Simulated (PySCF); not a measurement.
# Where the electron goes

Species: C7H8.
Structure used (PBE0-D3(BJ)/def2-SVP), in Å, numbered top down from 1:
```xyz
15
C7H8 angstrom
C      1.8773    0.6473   -0.2231
C      0.4371    0.2748   -0.0235
C     -0.5007    1.0820    0.8451
C     -1.6843    0.4598    0.7869
C     -1.4614   -0.7237   -0.1168
C     -0.3871   -0.3726   -1.1276
C     -0.0205   -1.1765    0.0151
H      2.4183    0.6608    0.7357
H      1.9680    1.6482   -0.6727
H      2.3854   -0.0679   -0.8870
H     -0.2288    1.9846    1.3925
H     -2.6227    0.7235    1.2734
H     -2.2433   -1.4431   -0.3717
H     -0.2768   -0.4801   -2.2076
H      0.4792   -2.1370    0.1480
```

Method: TDDFT B3LYP/def2-SVPD, vertical, gas phase, core orbitals frozen in the response in PySCF 2.14.0, density-fitted response routines.

Frontier orbitals with the atoms that hold most of them (Löwdin shares over 4%, at most four atoms; ? is withheld):

| orbital | ε (eV) | atoms |
| --- | --- | --- |
| LUMO+2 | 1.03 | H13 19%, C5 15%, H14 9%, H15 9% |
| LUMO+1 | 0.64 | C1 25%, H10 11%, H15 8%, H14 8% |
| LUMO | -0.04 | C4 30%, C3 30%, C6 6%, C7 6% |
| HOMO | -6.04 | ? |
| HOMO-1 | -7.45 | ? |
| HOMO-2 | -7.93 | C2 21%, C5 20%, C6 17%, C7 17% |
| HOMO-3 | -9.53 | C2 18%, C3 16%, C4 16%, C1 14% |

Which atoms hold the HOMO, and with what shares?

C4 (bonded to 2 C and H) 30%; C3 (bonded to 2 C and H) 29%; C6 (bonded to 3 C and H) 8%; C7 (bonded to 3 C and H) 8%.

Give the leading atoms of the HOMO-1.

C7 (bonded to 3 C and H) 31%; C6 (bonded to 3 C and H) 31%; C2 (bonded to 4 C) 8%; C5 (bonded to 3 C and H) 8%.

How does S1 compare with the orbital gap of 6.00 eV?

S1 is at 5.46 eV (f = 0.054), 0.54 eV below the gap, made of HOMO→LUMO (96%). Without the coupling terms of the response equations the lowest excitation would equal the gap.

Give energy, strength and leading configuration of S1, S2, S3 and S7, and follow the Löwdin shares of the leading atoms from the occupied to the empty orbital.

- S1 (5.46 eV, f 0.054), HOMO→LUMO (96%): C4 30% → 30%, C3 29% → 30%
- S2 (5.90 eV, f 0.034), HOMO→LUMO+1 (97%): C4 30% → at most 8%, C3 29% → at most 8%, C1 at most 9% → 25%, H10 at most 9% → 11%
- S3 (6.09 eV, f 0.0001), HOMO-1→LUMO (99%): C7 31% → 6%, C6 31% → 6%, C4 at most 8% → 30%, C3 at most 8% → 30%
- S7 (7.02 eV, f 0.030), HOMO-2→LUMO (79%): C2 21% → at most 7%, C5 20% → at most 7%, C4 at most 17% → 30%, C3 at most 17% → 30%

Löwdin shares depend on the basis, the more so with diffuse functions.
